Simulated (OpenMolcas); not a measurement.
Cu2+ with 6 ligands (sulfide) in octahedral coordination (Oh). A charge of +1.67 e stands 2.8 Å behind each ligand. Ligand basis ANO-RCC-VDZP.

```
Program             : OpenMolcas 26.06
Method              : CASSCF
Basis               : ANO-RCC-VTZP [6s5p3d2f1g]
Scalar Hamiltonian  : DKH2, point nucleus
Active space        : 9 electrons in 5 orbitals (3d)
State averaging     : 2S+1 = 2 even, 5 roots
Spin-orbit coupling : RASSI with atomic mean-field integrals over the reference wave functions
```

All ligands move together. At R = 2.34 Å |10Dq| is 2622 cm-1, and at R = 2.6 Å it is 1401 cm-1.

Question: A third run gives 1737 cm-1. What distance was it run at?

Answer: With a power law R^-n the two known points give n = -ln(1401 / 2622) / ln(2.6 / 2.34) = 5.95. Then R = 2.34 × (2622 / 1737)^(1/5.95) = 2.508 Å. The run was at 2.51 Å, so the estimate is off by -0.002 Å.

An orbital doublet at a regular site is open to a Jahn-Teller distortion, which this geometry leaves out. The sulfide ions are held by bare point charges, a crude embedding. Ligand-to-metal charge-transfer states are missing. With oxide or sulfide held by bare charges the field of late divalent 3d ions can come out several times too small, and g and χT far too large. With metal d orbitals alone and no dynamic correlation the field as a rule comes out too small, by tens of per cent, by up to half for chloride and softer ligands, and the orbital part of g and χT, which goes as 1/10Dq, too large. No measured value stands beside these numbers; the geometry is a model, was not optimised and need not be the one that this ion takes.
